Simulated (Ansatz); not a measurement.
Cartesian coordinates in Å:
```
F -1.1768 -1.4153 -0.6892
C -0.8916 -0.1001 -0.3494
Ga 0.8992 0.0160 1.7852
Ge 1.0427 0.3158 -0.9713
H -1.5437 0.5596 -0.9320
H -1.2184 0.0338 0.7005
H 1.2332 1.3722 0.3184
H 1.6554 -0.7819 0.1378
```

Charge 0, multiplicity 1. The bonds changed during the relaxation, so this is another structure than the one it started from.

**Question.** List the PBE0/def2-TZVPP orbital energies in eV (the Gaussian-basis code of Ansatz). (An estimate is asked.)

**Answer.** Computed: Occupied: -10859.42, -10147.58, -1357.65, -1253.38, -1207.48, -1207.46, -1207.43, -1109.51, -1109.50, -1109.47, -673.65, -280.20, -170.33, -151.60, -120.16, -120.11, -120.01, -104.45, -104.41, -104.32, -33.36, -32.97, -32.94, -32.87, -32.85, -32.81, -23.54, -23.52, -23.45, -23.44, -23.42, -19.49, -15.41, -13.95, -13.79, -12.23, -10.48, -9.26, -9.15, -7.80, -6.26. Lowest empty: -1.66, -1.55, -0.05, 0.77, 0.93, 1.82, 2.28, 2.79.
